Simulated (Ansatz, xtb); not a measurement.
## Relative energy of two structures of CBClF2

Structure X is a singlet given by its coordinates and structure Y is the triplet with the links of `F[B-](F)=[C+]Cl`. Both are isolated molecules in the gas phase, relaxed with B3LYP-D3(BJ)/6-311G**.

X (Å):

```
atom    x (Å)    y (Å)    z (Å)
   C  -0.5754  -0.6908   0.7878
   B  -1.0791  -0.3772  -0.6364
  Cl  -1.0966  -2.1387   1.4739
   F  -0.3448  -0.7054  -1.6887
   F  -2.1624   0.3650  -0.8101
```

Close contacts (Å): C1–B2 1.54, C1–Cl3 1.68, B2–F4 1.32, B2–F5 1.32.

Y (Å):

```xyz
5

C    -0.5517   -1.3143    0.4252
B    -1.0208   -0.4241   -0.7166
Cl   -1.2314   -1.7563    1.8779
F    -0.2571   -0.2433   -1.7827
F    -2.1974    0.1909   -0.6774
```

Estimate E(Y) − E(X) at the level CCSD(T)/def2-TZVP.

Calculated at CCSD(T)/def2-TZVP: E(Y) − E(X) = −32.1 kJ/mol, so structure Y lies lower.

Level by level:

```
                level               geometry  E(Y) − E(X) (kJ/mol)  departure from the last row (kJ/mol)  job, with rough time for the two
B3LYP-D3(BJ)/6-311G**  B3LYP-D3(BJ)/6-311G**                   −42.7                                 −10.6                optimisation, 33 s
         HF/def2-TZVP  B3LYP-D3(BJ)/6-311G**                  −110.7                                 −78.7           part of the CCSD(T) run
        MP2/def2-TZVP  B3LYP-D3(BJ)/6-311G**                   −39.9                                  −7.8           part of the CCSD(T) run
    CCSD(T)/def2-TZVP  B3LYP-D3(BJ)/6-311G**                   −32.1                                                      single point, 72 s
```

None of the levels shown reverses the order. The largest departure from CCSD(T)/def2-TZVP is that of HF/def2-TZVP, 78.7 kJ/mol. Levels run at GFN2-xTB geometries aren't shown.

With harmonic frequencies from B3LYP-D3(BJ)/6-311G** (ideal gas, rigid rotor, one conformer each, 298.15 K, 1 atm): the zero-point term adds +1.7 kJ/mol; ΔH is −31.0 and ΔG −32.1 kJ/mol.

Open shells are spin-unrestricted. The closed-shell singlet above a triplet ground state is poorly described by one determinant. The correlated steps freeze 9 core orbitals. ΔG holds the spin degeneracy. Programs: Ansatz 0.2.0; the last row on 2 threads of Intel(R) Xeon(R) 6975P-C (Granite Rapids) on a shared host.
